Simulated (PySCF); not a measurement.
**input.py for As³⁺**

Input:

```python
from pyscf import gto, scf, cc

mol = gto.M(
    atom='As 0 0 0',
    basis='jorge-dzp-dkh',
    charge=3,
    spin=0,
    symmetry=True,
    verbose=4,
)
mf = scf.RHF(mol)
mf = mf.sfx2c1e()
mf.kernel()
mycc = cc.CCSD(mf, frozen=9)
mycc.kernel()
mycc.ccsd_t()
mf.dip_moment()
print('orbital energies (hartree):', mf.mo_energy[..., max(0, mol.nelec[1]-3):mol.nelec[0]+3].round(4))
```

```bash
$ OMP_NUM_THREADS=1 python input.py
```

It prints (some set-up lines removed):

```
PySCF version 2.14.0

[INPUT] Symbol           X                Y                Z      unit          X                Y                Z       unit  Magmom
[INPUT]  1 As     0.000000000000   0.000000000000   0.000000000000 AA    0.000000000000   0.000000000000   0.000000000000 Bohr   0.0

nuclear repulsion = 0
point group symmetry = SO3
symmetry origin: [0. 0. 0.]
symmetry axis x: [1. 0. 0.]
symmetry axis y: [0. 1. 0.]
symmetry axis z: [0. 0. 1.]
num. orbitals of irrep s+0 = 8
num. orbitals of irrep p-1 = 6
num. orbitals of irrep p+0 = 6
num. orbitals of irrep p+1 = 6
num. orbitals of irrep d-2 = 2
num. orbitals of irrep d-1 = 2
num. orbitals of irrep d+0 = 2
num. orbitals of irrep d+1 = 2
num. orbitals of irrep d+2 = 2
num. orbitals of irrep f-3 = 1
num. orbitals of irrep f-2 = 1
num. orbitals of irrep f-1 = 1
num. orbitals of irrep f+0 = 1
num. orbitals of irrep f+1 = 1
num. orbitals of irrep f+2 = 1
num. orbitals of irrep f+3 = 1
number of shells = 17
number of NR pGTOs = 83
number of NR cGTOs = 43
basis = jorge-dzp-dkh
ecp = {}

******** <class 'pyscf.x2c.sfx2c1e.sfX2C1eSymAdaptedRHF'> ********
method = sfX2C1eSymAdaptedRHF
initial guess = minao
damping factor = 0
level_shift factor = 0
DIIS = <class 'pyscf.scf.diis.CDIIS'>
SCF conv_tol = 1e-09
SCF max_cycles = 50

******** <class 'pyscf.x2c.sfx2c1e.SpinFreeX2CHelper'> ********
approx = 1e
xuncontract = 1
Freeze 0 electrons in irreps []
    30 free electrons in irreps s+0 p-1 p+0 p+1 d-2 d-1 d+0 d+1 d+2 f-3 f-2 f-1 f+0 f+1 f+2 f+3
Initial guess from minao.
init E= -2258.52305316889
HOMO (s+0) = -0.711687803944983  LUMO (p+1) = -0.157911395649286  gap/eV = 15.06902
cycle= 1 E= -2256.84410061302  delta_E= 1.68  |g|= 0.416  |ddm|= 1.35
HOMO (s+0) = -1.7887965001492  LUMO (p+1) = -1.03453815930774  gap/eV = 20.52441
cycle= 2 E= -2256.8961849297  delta_E= -0.0521  |g|= 0.223  |ddm|=  1.5
HOMO (s+0) = -1.77003233855345  LUMO (p+1) = -1.00668472469164  gap/eV = 20.77175
cycle= 3 E= -2256.89944354098  delta_E= -0.00326  |g|= 0.0409  |ddm|= 0.171
HOMO (s+0) = -1.76464515988675  LUMO (p+1) = -0.993713784309811  gap/eV = 20.97811
cycle= 4 E= -2256.89977826153  delta_E= -0.000335  |g|= 0.00807  |ddm|= 0.15
HOMO (s+0) = -1.76431182222285  LUMO (p+1) = -0.993286134691147  gap/eV = 20.98068
cycle= 5 E= -2256.89978230281  delta_E= -4.04e-06  |g|= 0.000162  |ddm|= 0.0141
HOMO (s+0) = -1.7642957390085  LUMO (p+1) = -0.993263400776932  gap/eV = 20.98086
cycle= 6 E= -2256.89978230511  delta_E= -2.3e-09  |g|= 7.24e-06  |ddm|= 0.000393
HOMO (s+0) = -1.76429659683362  LUMO (p+1) = -0.993262595026309  gap/eV = 20.98090
cycle= 7 E= -2256.89978230511  delta_E= -2.27e-12  |g|= 4.94e-07  |ddm|= 2.94e-06
HOMO (s+0) = -1.76429658269467  LUMO (p+1) = -0.993262593901285  gap/eV = 20.98090
Extra cycle  E= -2256.89978230511  delta_E= 9.09e-13  |g|= 1.38e-07  |ddm|= 4.59e-07
converged SCF energy = -2256.89978230511

******** <class 'pyscf.cc.ccsd.CCSD'> ********
CC2 = 0
CCSD nocc = 6, nmo = 34
frozen orbitals 9
max_cycle = 50
direct = 0
conv_tol = 1e-07
conv_tol_normt = 1e-05
Init t2, MP2 energy = -2257.19689408601  E_corr(MP2) -0.297111780897304
Init E_corr(CCSD) = -0.297111780897304
cycle = 1  E_corr(CCSD) = -0.290285357993389  dE = 0.0068264229  norm(t1,t2) = 0.0379454
cycle = 2  E_corr(CCSD) = -0.294737482914712  dE = -0.00445212492  norm(t1,t2) = 0.013831
cycle = 3  E_corr(CCSD) = -0.295700082911809  dE = -0.000962599997  norm(t1,t2) = 0.00503703
cycle = 4  E_corr(CCSD) = -0.295948421876319  dE = -0.000248338965  norm(t1,t2) = 0.000456684
cycle = 5  E_corr(CCSD) = -0.295941505189045  dE = 6.91668727e-06  norm(t1,t2) = 3.86253e-05
cycle = 6  E_corr(CCSD) = -0.295940337647283  dE = 1.16754176e-06  norm(t1,t2) = 3.08085e-06
cycle = 7  E_corr(CCSD) = -0.295940470587337  dE = -1.32940054e-07  norm(t1,t2) = 3.93881e-07
cycle = 8  E_corr(CCSD) = -0.295940465672067  dE = 4.91526991e-09  norm(t1,t2) = 2.38399e-08
CCSD converged
E(CCSD) = -2257.195722770784  E_corr = -0.2959404656720673
CCSD(T) correction = -0.00350921339402666
Dipole moment(X, Y, Z, Debye): -0.00000, -0.00000,  0.00000
orbital energies (hartree): [-3.3311 -3.3311 -1.7643 -0.9933 -0.9933 -0.9933]
```

In short: E(SCF) = -2256.899782 Eh, 7 cycles, E(CCSD) − E(SCF) = -0.29594 Eh, (T) = -0.00351 Eh.

Hardware: Arm Neoverse V1, 1 thread, shared host. Wall time 1.3 s, peak memory 0.13 GiB.
